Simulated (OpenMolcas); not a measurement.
# Kr2+: effect of the IPEA shift

- Program: OpenMolcas 26.06
- Basis: ANO-R1 [5s4p3d1f]
- Scalar Hamiltonian: X2C, finite nucleus
- Active space: 4 electrons in 3 orbitals (4p)
- State averaging: 2S+1 = 3 even, 3 roots; 2S+1 = 1 even, 6 roots
- Spin-orbit coupling: state interaction with AMFI integrals over the reference wave functions, term energies averaged over their components

Methods on the same reference wave functions:
A. CASSCF
B. SS-CASPT2, IPEA 0 Eh, imaginary shift 0.1 Eh (closed shells correlated: 3d 4s)
C. SS-CASPT2, IPEA 0.25 Eh, imaginary shift 0.1 Eh (closed shells correlated: 3d 4s)

Energies in eV above 4s2 4p4 3P2, the measured ground level; measured values from Saloman, J. Phys. Chem. Ref. Data 36, 215 (2007).

```tsv
Level	A	B	C	Measured
4s2 4p4 3P2	0.0000	0.0000	0.0000	0.0000
4s2 4p4 3P1	0.5412	0.544	0.545	0.5639
4s2 4p4 3P0	0.6678	0.655	0.656	0.6587
4s2 4p4 1D2	2.1200	2.027	1.989	1.8157
4s2 4p4 1S0	4.8171	4.341	4.324	4.1013
```

Deviations, from unrounded energies. A percentage is the sum of absolute deviations over the sum of measured energies, with the sign that they share, or ± where signs differ.

```
                        Against measurement  Levels      A     B     C
             mean absolute deviation (cm-1)       4   2100   960   840
      fine structure of the ground term (%)       2   ±2.6  -1.9  -1.8
other terms of the ground configuration (%)       2  +17.2  +7.6  +6.7
```

C lies closest to measurement on these levels and A furthest from it. The largest miss of C in the table is 4s2 4p4 1S0, by +1800 cm-1. The ranking rests on the paired levels alone, and a cruder setting can come out closer through cancelling errors.

Between B and C the level of the table that moves most is 4s2 4p4 1D2, by 310 cm-1 (lowest in C, highest in B). Moves below CASPT2's spread within the term are not significant.

The mean deviations of B to C differ by less than CASPT2's widest spread within a term (120 cm-1), so their order carries little weight.

From A to B the spin-free energies of the other terms of 4s2 4p4 shown, above 3P, scale by factors of 0.89 to 0.94.

The lowest spin-free term lies below A's lowest term by 0.409 hartree in B, 0.403 hartree in C.

CASPT2 does not keep the components of a term degenerate, so their means are used; among the terms shown or strongly mixed into the levels shown the widest spread is 120 cm-1 (4s2 4p4 1D, C). With the s shell closed, the reference lacks s² → p² mixing. Computed and measured levels are paired by configuration, term and J; levels that our copy of the source lacks, or whose pairing is in doubt (as where it misses far off the trend of its configuration), stay unpaired and out of the deviations. Levels of configurations outside the active space are missing.
